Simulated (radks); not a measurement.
Results of a calculation; reference values are marked as such.
Species: Kr II. Configuration: [Ar] 3d10 4s2 4p5.

Level of theory: Dirac Kohn-Sham, PBE, spin-unpolarised, spherical densities, finite nucleus; open shells are shared between the two j in proportion to 2j + 1; Fermi nuclear charge, rms radius 4.1884 fm (a radial shooting solver on a logarithmic mesh with Libxc functionals).

Energy parts (eV):
total: -75917.875
kinetic: 77961.680
electron-nucleus: -183034.652
Hartree: 31773.745
exchange-correlation: -2618.649

Orbitals (lengths in bohr, moments of r in powers of bohr; <r^-3> diverges for s and p1/2; r(max) is where P^2 peaks; r(90%) holds 90 % of the orbital's charge):
| orbital | occ. | eigenvalue (eV) | r(max) | r(90%) | <r^-3> | <r^2> | small-component weight |
|---|---|---|---|---|---|---|---|
| 1s1/2 | 2 | -14165.25 | 0.02708 | 0.0742 | - | 0.002318 | 1.71e-02 |
| 2s1/2 | 2 | -1875.480 | 0.1543 | 0.284 | - | 0.03965 | 3.39e-03 |
| 2p1/2 | 2 | -1696.007 | 0.1211 | 0.257 | - | 0.03039 | 3.39e-03 |
| 2p3/2 | 4 | -1642.175 | 0.1245 | 0.263 | 1428 | 0.03182 | 3.30e-03 |
| 3s1/2 | 2 | -275.7582 | 0.4671 | 0.788 | - | 0.3232 | 8.30e-04 |
| 3p1/2 | 2 | -212.3806 | 0.4574 | 0.813 | - | 0.3331 | 7.78e-04 |
| 3p3/2 | 4 | -204.4624 | 0.4662 | 0.829 | 212.1 | 0.3461 | 7.56e-04 |
| 3d3/2 | 4 | -94.0371 | 0.4097 | 0.906 | 27.61 | 0.3771 | 6.37e-04 |
| 3d5/2 | 6 | -92.7336 | 0.4124 | 0.912 | 26.65 | 0.3823 | 6.30e-04 |
| 4s1/2 | 2 | -33.9709 | 1.330 | 2.27 | - | 2.697 | 1.36e-04 |
| 4p1/2 | 1.66667 | -20.0307 | 1.500 | 2.73 | - | 3.769 | 1.00e-04 |
| 4p3/2 | 3.33333 | -19.3135 | 1.529 | 2.79 | 19.26 | 3.925 | 9.67e-05 |

The highest occupied level is 4p3/2 at -19.314 eV. The electron density at the nucleus is 4.942e+04 e/bohr^3. For comparison, the ionisation energy in NIST's Atomic Spectra Database is 24.360 eV (measured). In exact Kohn-Sham theory the highest level is minus the ionisation energy, but local and semilocal functionals leave it too shallow, through self-interaction and a potential that decays too fast; potentials with the right tail come closer. Summed over all electrons, <r^2> = 31.53 bohr^2, which gives a Langevin (diamagnetic) susceptibility term of -25 x 10^-6 cm^3/mol.

Run on one thread of a shared host, so times are rough (Arm Neoverse V2): 0.09 s of CPU time, 0.09 s wall, 14 iterations on 2259 mesh points.

Beside tabulated values, note that spin-unpolarised runs miss the spin-polarisation part of the exchange energy of open shells.
